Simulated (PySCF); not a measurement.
# Run times: antimony in even-tempered 20s14p9d5f4g

Measured wall times of calculations with PySCF 2.14 in an uncontracted even-tempered set (20 s from 0.95 bohr⁻², ratio 2.5; 14 p from 1.2 bohr⁻², ratio 2.5; 9 d from 2.2 bohr⁻², ratio 2.5; 5 f from 7.8 bohr⁻², ratio 2.7; 4 g from 12 bohr⁻², ratio 2.7), with scalar relativity by spin-free X2C-1e, run from one Python driver. Hardware: 2 threads of Neoverse-V2 on a shared host, 2.6 GiB allowed. The two-electron integrals over 178 functions were computed once and kept in memory (1.8 CPU seconds with the set-up); the times below exclude them. Kohn-Sham runs start from converged Hartree-Fock orbitals.

Launch command (the driver calls PySCF for each step listed in the task file):

```bash
OMP_NUM_THREADS=2 python atomrun2.py TASK.json OUT
```

```json
{"species": "Sb(20+) [Ar] 3d10 4s2 4p1", "step": "LDA", "iterations": "5", "wall time (s)": "1.2"}
{"species": "Sb(20+) [Ar] 3d10 4s2 4p1", "step": "PBE", "iterations": "5", "wall time (s)": "1.5"}
{"species": "Sb(20+) [Ar] 3d10 4s2 4p1", "step": "PBE0", "iterations": "5", "wall time (s)": "4.3"}
{"species": "Sb(20+) [Ar] 3d10 4s2 4p1", "step": "r2SCAN", "iterations": "5", "wall time (s)": "3.9"}
{"species": "Sb(20+) [Ar] 3d10 4s2 4p1", "step": "MP2 (21 electrons)", "iterations": "", "wall time (s)": "4.5"}
```

(1) Roughly how long does UHF with spin-orbit constants take for Sb(20+) [Ar] 3d10 4s2 4p1 here?

Peak memory of the process: 1.4 GiB. Times on a shared host vary from run to run.

Answers

(1) About 14 s.
